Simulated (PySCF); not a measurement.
Species: C5H6N3P.
Structure used (GFN2-xTB), in Å, numbered top down from 1:
```xyz
15
C5H6N3P angstrom
C     -1.5419   -1.0595   -0.5147
C     -0.8071   -0.5520    0.7232
N      0.4783    0.0027    0.3748
N      1.5582   -0.7179    0.5304
C      2.6200   -0.0756    0.1169
P      2.3449    1.5359   -0.5268
C      0.6638    1.2323   -0.1724
C     -0.4117    2.0965   -0.3838
N     -1.2916    2.8138   -0.5601
H     -0.9560   -1.8281   -1.0138
H     -1.7219   -0.2434   -1.2116
H     -2.4993   -1.4821   -0.2237
H     -0.6150   -1.3737    1.4162
H     -1.4016    0.2186    1.2224
H      3.5765   -0.5595    0.2011
```

Method: TDDFT B3LYP/def2-SVPD, vertical, gas phase, core orbitals frozen in the response (PySCF).

Ground-to-excited transition dipoles (e·a0, same axes as the geometry; the sign carries no meaning), for the states with f of 0.002 or more among the lowest 7:

| state | E (hartree) | μx | μy | μz |
| --- | --- | --- | --- | --- |
| S1 | 0.1757 | 0.146 | 0.102 | 0.202 |
| S2 | 0.1800 | -1.161 | -0.168 | 0.182 |
| S3 | 0.1926 | 0.455 | -0.624 | 0.143 |
| S4 | 0.2136 | -0.003 | -0.061 | -0.133 |
| S6 | 0.2279 | -0.017 | 0.172 | -0.025 |
| S7 | 0.2295 | -0.135 | 0.789 | -0.312 |

Task: What oscillator strength does each state have?

Result: f = (2/3) ΔE |μ|² with ΔE in hartree (27.2114 eV).

```
state  |μ|² (au)  |μ| (D)      f
   S1      0.073     0.69  0.009
   S2      1.408     3.02  0.169
   S3      0.616     2.00  0.079
   S4      0.021     0.37  0.003
   S6      0.030     0.44  0.005
   S7      0.739     2.18  0.113
```

Task: Which bond between heavy atoms lies closest to the direction of the S2 transition dipole?

Result: P6–C7, at 4° from it; next C2–N3 at 16°.

Task: What angle do the transition dipoles of S2 and S7 make?

Result: |cos θ| = |μa·μb| / (|μa| |μb|) = 0.03, so θ ≈ 88° (taken between 0 and 90°, since the signs are arbitrary).

Task: How is the summed strength of these states shared among x, y and z?

Result: (2/3) Σ ΔE μα² gives 0.194 for x, 0.155 for y and 0.029 for z, 0.377 in all.

Task: What peak molar absorption coefficient would the strongest computed level give as a lone Gaussian band 0.3 eV wide at half height?

Result: ε(max) = 2.175×10⁸ f / FWHM, with the width in cm⁻¹. S2: 2.175×10⁸ × 0.1690 / 2420 ≈ 15000 L mol⁻¹ cm⁻¹.

One conformer stands for the species.
